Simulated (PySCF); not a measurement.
First SCF of a structure search on singlet MoBr₃⁺, at a hand-made T-shaped geometry. PySCF input:

```python
from pyscf import gto, scf, dft
mol = gto.M(atom='''
Mo     0.000000     0.000000     0.000000
Br     0.000000     0.000000     2.469600
Br     2.468100     0.000000     0.086200
Br    -2.468100     0.000000     0.086200''',
    basis={'Mo': 'def2-SVP', 'Br': 'def2-SVP'},
    ecp={'Mo': 'def2-SVP'},
    charge=1, spin=0)
mf = dft.RKS(mol, xc='B3LYP')
mf.grids.atom_grid = (50, 194)
aux = {'Mo': 'def2-universal-JKFIT', 'Br': 'def2-universal-JKFIT'}
mf = mf.density_fit(auxbasis=aux)
mf.conv_tol = 1e-08
mf.diis_space = 10
mf.max_cycle = 60
mf.init_guess = 'minao'
mf.verbose = 4
mf.kernel()
```

Excerpt of the output (cycles and frontier levels):

```
init E= -7779.20371279224
  HOMO = -0.409865468913416  LUMO = -0.406068427315655  gap/eV = 0.10332
cycle= 1 E= -7789.523166479  delta_E= -10.3  |g|= 0.374  |ddm|= 3.52
  HOMO = -0.460780526417066  LUMO = -0.431181832568671  gap/eV = 0.80542
cycle= 2 E= -7788.55715893829  delta_E= 0.966  |g|= 2.02  |ddm|= 1.82
  HOMO = -0.439140359765805  LUMO = -0.379378325191432  gap/eV = 1.62621
cycle= 3 E= -7789.54807257179  delta_E= -0.991  |g|= 0.197  |ddm|= 1.63
  HOMO = -0.457605558976624  LUMO = -0.392692880769294  gap/eV = 1.76636
cycle= 4 E= -7789.55429080033  delta_E= -0.00622  |g|= 0.095  |ddm|= 0.266
  HOMO = -0.454036051129246  LUMO = -0.387644801396626  gap/eV = 1.80660
cycle= 5 E= -7789.55671132143  delta_E= -0.00242  |g|= 0.0286  |ddm|= 0.126
  HOMO = -0.453588549584433  LUMO = -0.387340707834791  gap/eV = 1.80270
cycle= 6 E= -7789.55695102724  delta_E= -0.00024  |g|= 0.0122  |ddm|= 0.0553
  HOMO = -0.454417674560565  LUMO = -0.387663380282648  gap/eV = 1.81648
cycle= 7 E= -7789.55699702171  delta_E= -4.6e-05  |g|= 0.00213  |ddm|= 0.0152
  HOMO = -0.454577914831565  LUMO = -0.387700726212969  gap/eV = 1.81982
cycle= 8 E= -7789.55699846184  delta_E= -1.44e-06  |g|= 0.00078  |ddm|= 0.00409
  HOMO = -0.454589576715503  LUMO = -0.387702907957174  gap/eV = 1.82008
cycle= 9 E= -7789.55699869157  delta_E= -2.3e-07  |g|= 9.16e-05  |ddm|= 0.00149
  HOMO = -0.454586471636094  LUMO = -0.387686458330011  gap/eV = 1.82044
cycle= 10 E= -7789.5569987063  delta_E= -1.47e-08  |g|= 3.69e-05  |ddm|= 0.000604
  HOMO = -0.454589820506914  LUMO = -0.387687441100662  gap/eV = 1.82051
cycle= 11 E= -7789.55699870887  delta_E= -2.56e-09  |g|= 1.63e-05  |ddm|= 0.000325
  HOMO = -0.454584045961028  LUMO = -0.387683195262023  gap/eV = 1.82046
Extra cycle  E= -7789.55699870772  delta_E= 1.14e-09  |g|= 6.58e-05  |ddm|= 8.62e-05
converged SCF energy = -7789.55699870772
```

No lower solution of this spin was found from smeared starts or by a stability analysis within the restricted form, which does not test spin polarisation.

Stability towards spin polarisation was not tested.

The search for the lowest solution, 3 starts and the stability check together, took 50 s on 2 threads of a shared AMD EPYC (Zen 3) host, with 127 basis functions; the process peaked at 0.58 GiB.
